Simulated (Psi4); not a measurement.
triflic acid (CHF3O3S), singlet, geometry from GFN2-xTB; CAM-B3LYP/STO-3G run with Psi4 1.11.

Input for Psi4:
```
memory 2 GB

molecule {
0 1
  O     1.41469782   -0.49779905   -1.06169565
  S     0.80886675    0.30104012    0.16311669
  O     1.27034678   -0.28302073    1.37173556
  O     0.90598970    1.68891681   -0.07270317
  C    -0.97345522   -0.20872619   -0.06496558
  F    -1.73274043    0.25154402    0.91428660
  F    -1.43423367    0.23041401   -1.22337302
  F    -1.01685156   -1.53813106   -0.06070275
  H     1.82502020   -1.32350365   -0.79066498
}

set basis sto-3g

energy('cam-b3lyp')
print_variables()
```

The log (banner, timings and long lists left out):

```
   => Loading Basis Set <=

    Name: STO-3G
    Role: ORBITAL
    Keyword: BASIS

         ---------------------------------------------------------
                                   SCF
               by Justin Turney, Rob Parrish, Andy Simmonett
                          and Daniel G. A. Smith
                              RKS Reference
         ---------------------------------------------------------

  ==> Geometry <==

    Molecular point group: c1
    Full point group: C1

    Geometry (in Angstrom), charge = 0, multiplicity = 1:

       Center              X                  Y                   Z               Mass
    ------------   -----------------  -----------------  -----------------  -----------------
         O            1.454900153766    -0.499437056324    -1.064426492023    15.994914619570
         S            0.849069083766     0.299402113676     0.160385847977    31.972071174400
         O            1.310549113766    -0.284658736324     1.369004717977    15.994914619570
         O            0.946192033766     1.687278803676    -0.075434012023    15.994914619570
         C           -0.933252886234    -0.210364196324    -0.067696422023    12.000000000000
         F           -1.692538096234     0.249906013676     0.911555757977    18.998403162730
         F           -1.394031336234     0.228776003676    -1.226103862023    18.998403162730
         F           -0.976649226234    -1.539769066324    -0.063433592023    18.998403162730
         H            1.865222533766    -1.325141656324    -0.793395822023     1.007825032230

  Running in c1 symmetry.

  Rotational constants: A =      0.08916  B =      0.05217  C =      0.05159 [cm^-1]
  Rotational constants: A =   2673.02825  B =   1564.14525  C =   1546.67061 [MHz]
  Nuclear repulsion =  570.166206919290516

  Charge       = 0
  Multiplicity = 1
  Electrons    = 74
  Nalpha       = 37
  Nbeta        = 37

  ==> Algorithm <==

  SCF Algorithm Type is DF.
  DIIS enabled.
  MOM disabled.
  Fractional occupation disabled.
  Guess Type is SAD.
  Energy threshold   = 1.00e-06
  Density threshold  = 1.00e-06
  Integral threshold = 1.00e-12

  ==> Primary Basis <==

  Basis Set: STO-3G
    Blend: STO-3G
    Number of shells: 27
    Number of basis functions: 45
    Number of Cartesian functions: 45
    Spherical Harmonics?: true
    Max angular momentum: 1

  ==> DFT Potential <==

   => LibXC <=

    Version 7.1.2
[...]
   @DF-RKS iter   5:  -949.04954656227994   -1.40158e-03   2.68539e-04 ADIIS/DIIS
   @DF-RKS iter   6:  -949.04964031714644   -9.37549e-05   1.16795e-04 ADIIS/DIIS
   @DF-RKS iter   7:  -949.04965869988996   -1.83827e-05   3.00993e-05 DIIS
   @DF-RKS iter   8:  -949.04966043326215   -1.73337e-06   6.36768e-06 DIIS
   @DF-RKS iter   9:  -949.04966055543252   -1.22170e-07   1.07105e-06 DIIS
   @DF-RKS iter  10:  -949.04966056006640   -4.63388e-09   2.15732e-07 DIIS
  Energy and wave function converged.

  ==> Post-Iterations <==

   Electrons on quadrature grid:
      Ntotal   =   73.9999998014 ; deviation = -1.986e-07

    Orbital Energies [Eh]
    ---------------------

    Doubly Occupied:

[...]
      37A     -0.192496

    Virtual:

[...]
    Final Occupation by Irrep:
              A
    DOCC [    37 ]
    NA   [    37 ]
    NB   [    37 ]

  @DF-RKS Final Energy:  -949.04966056006640

   => Energetics <=

    Nuclear Repulsion Energy =            570.1662069192905165
    One-Electron Energy =               -2453.1346435857608412
    Two-Electron Energy =                1000.7236110116776899
    DFT Exchange-Correlation Energy =     -66.8048349052737507
    Empirical Dispersion Energy =           0.0000000000000000
    VV10 Nonlocal Energy =                  0.0000000000000000
    Total Energy =                       -949.0496605600663997

Computation Completed

Properties will be evaluated at   0.000000,   0.000000,   0.000000 [a0]

Properties computed using the SCF density matrix

 Multipole Moments:

 ------------------------------------------------------------------------------------
     Multipole            Electronic (a.u.)      Nuclear  (a.u.)        Total (a.u.)
 ------------------------------------------------------------------------------------

 L = 1.  Multiply by 2.5417464519 to convert [e a0] to [Debye]
 Dipole X            :         -5.7636724            5.6218843           -0.1417881
 Dipole Y            :         -0.5548812           -0.2290582           -0.7839393
 Dipole Z            :          0.1161985           -0.3818803           -0.2656818
 Magnitude           :                                                    0.8397926

 ------------------------------------------------------------------------------------

  Variable Map:
  ----------------------------------------------------------------------------
[...]
  Array Variable Map:
  ----------------------------------------------------------------------------
[...]
[...]
```
